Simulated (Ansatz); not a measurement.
Single points on Si6W⁺.

```yaml
crystal:
  periodic: [false, false, false]
  atoms:
    - {symbol: W, position_ang: [0.333276, 0.360161, -1.049610]}
    - {symbol: Si, position_ang: [-1.351490, 0.119654, -2.777022]}
    - {symbol: Si, position_ang: [0.566849, 1.817822, 0.871181]}
    - {symbol: Si, position_ang: [1.352775, -0.007404, 2.338265]}
    - {symbol: Si, position_ang: [-0.605984, -0.488504, 1.095649]}
    - {symbol: Si, position_ang: [1.729586, -1.177547, 0.198011]}
    - {symbol: Si, position_ang: [-2.025011, -0.624182, -0.676464]}
basis:
  gaussian: {orbitals: def2-TZVP, initial_orbitals: start.molden}
total_charge: 1
magnetization: {spin_polarized: true, initial_magnetization: 1}
correlation: {method: mp2}
scf: {omitted_lower_state_checks: [starts]}
output: {orbitals: {seedname: orbitals}}
```

The file start.molden holds the orbitals of an earlier run on this structure, at another level or in another basis.

```sh
$ ansatz run in.yaml --threads 4 --pin off --events-out ev --progress --plain --max-ram 4787MiB
```

Shortened log:

```
Functional definition: HF
1697 factors; integrals over basis functions are off by at most 8.1e-4 eV
mean field evaluation 1: about -48966.4363 eV, gradient 3.0e1 eV
mean field evaluation 2: about -48967.7841 eV, gradient 1.9e0 eV
mean field evaluation 4: about -48967.7381 eV, gradient 4.9e0 eV
mean field evaluation 8: about -48969.4121 eV, gradient 4.7e-1 eV
mean field evaluation 16: about -48969.5852 eV, gradient 6.3e-3 eV
mean field -48969.58516688 eV, -1799.5990621059 hartree, gradient 3.4e-6 eV, S^2 3.237245; 0 other end points of the search recorded, 0 dependent functions left out
30 core orbitals not correlated: weight in the atoms' cores, before any rotation towards them, 1.000 or more for the frozen orbitals, at most 0.000 for the correlated occupied ones
reference -48969.58516688 eV, -1799.5990621059 hartree; 19, 18 occupied and 213, 214 virtual orbitals, 1697 factors
second order -27.50783979 eV of doubles, -0.00000000 eV of singles
Total energy: -48997.09300667 eV, -1800.6099565726 hartree
Checks for a lower state left out: starts
```

It took 18 s on 4 threads of Arm Neoverse V2 on a shared host, peak host memory 1.2 GiB.

The first input with `gaussian: {orbitals: def2-SVP, initial_orbitals: start.molden}`, `hamiltonian: {xc: pbe, dispersion: d4}` and without the key `correlation` (abridged; 4.5 s):

```
Functional definition: PBE
mean field -49044.64803701 eV, -1802.3575717036 hartree, gradient 1.8e-5 eV, S^2 0.760828
Total energy: -49045.34422623 eV, -1802.3831561855 hartree
Checks for a lower state left out: starts
```

First input, but with `gaussian: {orbitals: def2-SVP, initial_orbitals: start.molden}`, `correlation: {method: ccsd_t}`, `scf: {omitted_lower_state_checks: [starts, cluster_reference]}` (abridged; 64 s):

```
Functional definition: HF
mean field -48952.32682088 eV, -1798.9648295884 hartree, gradient 2.2e-6 eV, S^2 3.149275
30 core orbitals not correlated: weight in the atoms' cores, before any rotation towards them, 1.000 or more for the frozen orbitals, at most 0.000 for the correlated occupied ones
second order -23.26374126 eV of doubles, -0.00000000 eV of singles
cycle   1  -20.69252747 eV  change     2.6e0 eV  update   3.7e-1
cycle   2  -22.66439241 eV  change    -2.0e0 eV  update   1.7e-1
cycle   3  -23.27911923 eV  change   -6.1e-1 eV  update   1.2e-1
cycle   4  -23.63210472 eV  change   -3.5e-1 eV  update   8.2e-2
cycle   5  -23.85483455 eV  change   -2.2e-1 eV  update   5.5e-2
cycle   6  -23.98118558 eV  change   -1.3e-1 eV  update   3.2e-2
cycle   7  -23.98587971 eV  change   -4.7e-3 eV  update   1.9e-2
cycle   8  -24.04108432 eV  change   -5.5e-2 eV  update   1.3e-2
cycle   9  -24.06156915 eV  change   -2.0e-2 eV  update   8.4e-3
cycle  10  -24.05162337 eV  change    9.9e-3 eV  update   5.5e-3
cycle  11  -24.05743156 eV  change   -5.8e-3 eV  update   3.6e-3
cycle  12  -24.05880128 eV  change   -1.4e-3 eV  update   2.4e-3
cycle  13  -24.05821755 eV  change    5.8e-4 eV  update   1.6e-3
cycle  14  -24.05882222 eV  change   -6.0e-4 eV  update   1.1e-3
cycle  15  -24.06010618 eV  change   -1.3e-3 eV  update   6.0e-4
cycle  16  -24.05922798 eV  change    8.8e-4 eV  update   3.5e-4
cycle  17  -24.05987238 eV  change   -6.4e-4 eV  update   2.3e-4
cycle  18  -24.06001897 eV  change   -1.5e-4 eV  update   1.2e-4
cycle  19  -24.06013884 eV  change   -1.2e-4 eV  update   7.3e-5
cycle  20  -24.06019847 eV  change   -6.0e-5 eV  update   4.2e-5
cycle  21  -24.06018470 eV  change    1.4e-5 eV  update   2.8e-5
cycle  22  -24.06013135 eV  change    5.3e-5 eV  update   1.9e-5
cycle  23  -24.06012247 eV  change    8.9e-6 eV  update   1.3e-5
perturbative correction -2.33951836 eV, -0.0859757140 hartree
Total energy: -48978.72646171 eV, -1799.9349984946 hartree
Checks for a lower state left out: starts, cluster_reference
```

Geometry: PBE-D4/def2-SVP.

In the def2 sets W takes a core potential; there is no spin–orbit coupling. Correlated methods freeze 30 core orbitals; core or outer-core shells of W are correlated, in sets that lack core-valence functions. At MP2/def2-TZVP, CCSD(T)/def2-SVP the charge 1 doublet is spin-contaminated (final ⟨S²⟩ up to 3.24, 0.75 for a pure state). At CCSD(T)/def2-SVP T1 of the charge 1 doublet is large (up to 0.107), so the single-reference result is doubtful. Another isomer (doublet) lies 1.45 eV lower at PBE0-D4/def2-TZVP; other spin states weren't run for this one.
